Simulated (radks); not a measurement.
Question: The table gives one normalised radial function P(r) = r R(r) of O in [He] 2s2 2p3 3d1 (r in bohr). Calculated with a radial shooting solver on a logarithmic mesh with Libxc functionals: scalar-relativistic Kohn-Sham, PBE, spin-polarised, spherical densities, point nucleus; open shells are filled with parallel spins first.

| r | P |
|---|---|
| 0.007169 | 0.2942 |
| 0.01078 | 0.4295 |
| 0.01608 | 0.6137 |
| 0.02418 | 0.8644 |
| 0.03637 | 1.1787 |
| 0.05469 | 1.5315 |
| 0.08159 | 1.8470 |
| 0.1227 | 2.0143 |
| 0.1845 | 1.8819 |
| 0.2775 | 1.4016 |
| 0.4173 | 0.7495 |
| 0.6225 | 0.2540 |
| 0.9361 | 0.0422 |
| 1.408 | 0.0025 |
| 2.117 | 0.0000 |
| 3.158 | 0.0000 |
| 4.749 | 0.0000 |
| 7.142 | 0.0000 |
| 10.74 | 0.0000 |
| 16.02 | 0.0000 |
| 24.09 | 0.0000 |

Which n and l does it have? It may be an empty orbital.

Answer: n = 1, l = 0: the number of nodes gives n - l - 1 = 0, the rise at small r (about r^(l+1)) gives l, and the extent must fit the shell. The curve is that of 1s down; the table hardly tells the two spins apart. 1s down: eigenvalue -527.98 eV, 0 radial nodes, <r> = 0.199 bohr, 90 % of the charge inside 0.357 bohr.
